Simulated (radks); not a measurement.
All-electron atom: Al3+ in 1s1.5 2s2 2p6 3p0.5 (fractional occupations, a model configuration). Method: non-relativistic Kohn-Sham, HCTH/407, spin-polarised, spherical densities, point nucleus; open shells are filled with parallel spins first; computed with a radial shooting solver on a logarithmic mesh with Libxc functionals.

Normalised radial functions P(r) = r R(r), r in bohr:

```
   r/bohr * 1s down, o 2p down (the largest magnitude, 2.58, reaches the edge; | marks zero, & curves that meet)
 0.007914 o             *
  0.01134 o                  *
  0.01626 o                         *
   0.0233 |o                               *
  0.03314 |o                                        *
   0.0475 |  o                                              *
  0.06808 |    o                                                 *
  0.09758 |       o                                             *
   0.1399 |            o                               *
   0.2005 |                  o           *
   0.2873 |              *         o
   0.4118 |    *                     o
   0.5903 |*                      o
   0.8461 *                o
    1.203 *       o
    1.724 *  o
    2.472 &
    3.543 &
    5.078 &
    7.278 &
```

1s down: eigenvalue -1595.0 eV, 0 radial nodes, <r> = 0.120 bohr, 90 % of the charge inside 0.214 bohr. 2p down: eigenvalue -119.37 eV, 0 radial nodes, <r> = 0.565 bohr, 90 % of the charge inside 0.947 bohr.
